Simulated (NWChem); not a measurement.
System: B$_{2}$HO$_{2}$ cation; SMILES O=BB=[OH+]

NWChem input:

```
start job
memory heap 200 mb stack 900 mb global 1100 mb
charge 1
geometry units angstroms
  O      2.020490     0.065732    -0.360203
  B      0.861636     0.022321    -0.153183
  B     -0.743608    -0.027257     0.133002
  O     -1.919313    -0.057281     0.341673
  H     -2.871961    -0.081184     0.510591
end
basis spherical
  * library def2-svp
end
dft
  xc xpbe96 cpbe96
  disp vdw 4
  iterations 150
end
driver
  maxiter 120
end
task dft optimize
task dft freq
```

The level has its own optimisation; frequencies are unscaled. Brackets give each atom's bonded neighbours.

Question: Give the results of this calculation. (PBE-D3(BJ)/def2-SVP.) Quantities: r B–O [B(BO)–O(B)] (Å); r B–B (Å); r B–O [B(BO)–O(BH)] (Å); r H–O (Å); highest harmonic frequency (cm⁻¹); lowest (cm⁻¹); zero-point energy (kcal/mol).

Answer: 
- r B–O [B(BO)–O(B)] (Å): 1.208
- r B–B (Å): 1.650
- r B–O [B(BO)–O(BH)] (Å): 1.231
- r H–O (Å): 0.980
- highest harmonic frequency (cm⁻¹): 3695
- lowest (cm⁻¹): 171
- zero-point energy (kcal/mol): 14.3
